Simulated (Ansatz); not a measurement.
# Two structures, one formula

The two ends of one reaction step of Si2H6O2, closed shell (PBE0-D4/def2-TZVP).

A:

Si1  (-0.733, -0.105, -0.528)
O2  (0.711, 1.041, -1.276)
O3  (-0.752, -1.056, -1.738)
H4  (0.720, 0.475, -2.078)
H5  (-1.725, 1.010, -0.367)
Si6  (0.191, -0.724, 1.541)
H7  (0.442, 1.930, -1.539)
H8  (0.489, 0.486, 2.359)
H9  (-0.788, -1.561, 2.287)
H10  (1.445, -1.495, 1.339)
(Å)

B:

Si1  (-0.294, 0.286, -0.562)
O2  (0.845, 1.390, -1.017)
O3  (-0.326, -0.980, -1.607)
H4  (-0.495, -0.799, -2.534)
H5  (-1.609, 0.999, -0.554)
Si6  (0.246, -0.649, 1.512)
H7  (0.549, 2.289, -1.162)
H8  (0.273, 0.424, 2.545)
H9  (-0.771, -1.659, 1.915)
H10  (1.582, -1.300, 1.465)
(Å)

Program: Ansatz 0.2.0. Basis: def2-TZVPP. Cores are frozen in the correlated methods. B3LYP uses VWN-RPA correlation.

Q: Which structure is lower at CCSD(T), and by how much? (Judge from chemistry; the value comes from the calculation.)

A: The calculation gives: B, by 207.9 kJ/mol (electronic energy, against the other). By their contacts, A is Si₂H₆O₂ ([O][SiH]([OH2])[SiH3]) and B is Si₂H₆O₂ ([OH][SiH]([OH])[SiH3]).

All methods give the same order:

```json
{"method": "SPW92", "E(B) − E(A) (kJ/mol)": "-188.9"}
{"method": "PBE-D4", "E(B) − E(A) (kJ/mol)": "-184.8"}
{"method": "BLYP-D4", "E(B) − E(A) (kJ/mol)": "-185.6"}
{"method": "r2SCAN-D4", "E(B) − E(A) (kJ/mol)": "-201.6"}
{"method": "B97M-V", "E(B) − E(A) (kJ/mol)": "-203.8"}
{"method": "PBE0-D4", "E(B) − E(A) (kJ/mol)": "-204.8"}
{"method": "B3LYP-D4", "E(B) − E(A) (kJ/mol)": "-202.4"}
{"method": "r2SCAN0-D4", "E(B) − E(A) (kJ/mol)": "-214.6"}
{"method": "BHLYP-D4", "E(B) − E(A) (kJ/mol)": "-223.0"}
{"method": "CAM-B3LYP-D4", "E(B) − E(A) (kJ/mol)": "-210.6"}
{"method": "wB97X-V", "E(B) − E(A) (kJ/mol)": "-210.5"}
{"method": "wB97M-V", "E(B) − E(A) (kJ/mol)": "-205.3"}
{"method": "B2PLYP", "E(B) − E(A) (kJ/mol)": "-203.3"}
{"method": "PBE-QIDH", "E(B) − E(A) (kJ/mol)": "-213.0"}
{"method": "RPA on PBE", "E(B) − E(A) (kJ/mol)": "-202.5"}
{"method": "HF", "E(B) − E(A) (kJ/mol)": "-244.4"}
{"method": "MP2", "E(B) − E(A) (kJ/mol)": "-204.8"}
{"method": "CCSD", "E(B) − E(A) (kJ/mol)": "-215.9"}
{"method": "CCSD(T)", "E(B) − E(A) (kJ/mol)": "-207.9"}
```

No T1 diagnostic of these runs exceeds 0.017.

Labels in which every atom is bracketed show which atoms are joined, not bond orders.

For scale, one of the runs: CCSD(T)/def2-TZVPP, 230 basis functions, launched by `ansatz run in.yaml --threads 4 --pin off --events-out ev --progress --plain --max-ram 9574MiB`. Time: 30 s of wall clock on 4 CPU threads of an Intel Xeon Platinum 8488C; the host was shared. Peak host memory: 3.8 GiB.
